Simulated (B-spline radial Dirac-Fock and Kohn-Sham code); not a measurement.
Calculated with a radial atomic solver, using the Dirac equation of a negative muon with reduced mass in the field of a spherical finite nucleus, with the Uehling potential to all orders; nuclear polarisation, deformation, hyperfine structure, self-energy, higher-order vacuum polarisation, relativistic recoil and electron screening are left out. The nuclear charge is a Gaussian distribution.

Question: A muonic atom of atomic mass 57.94 u emits these computed lines: 2p3/2 → 1s1/2 1436 keV, 3d5/2 → 2p3/2 308.3 keV, 4f7/2 → 3d5/2 107.6 keV, 5g9/2 → 4f7/2 49.68 keV. Which element is it, and what rms charge radius was used?

Answer: Nickel (Z = 28, nuclide ⁵⁸Ni); the high transitions hardly feel the nucleus and fix Z. The 2p → 1s line lies 237.2 keV below the value for a point nucleus without QED, which for this nuclear model gives a radius near 3.78 fm (3.7757 fm was used).
